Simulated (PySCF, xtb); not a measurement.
ClH₂Si, SMILES Cl[SiH2], multiplicity 2.

Harmonic wavenumbers (cm⁻¹) from GFN2-xTB in xtb at its own minimum, in rising order: 502, 509, 566, 723, 2337, 2341.

Question: What does PySCF with B3LYP-D3(BJ)/def2-TZVP give at its own minimum? (The exact figures need the calculation; the answer reports its results.)

Answer: 531, 648, 728, 922, 2176, 2216. Paired by order, the mean absolute difference is 136 cm⁻¹ and the zero-point energies are 10.0 and 10.3 kcal/mol.
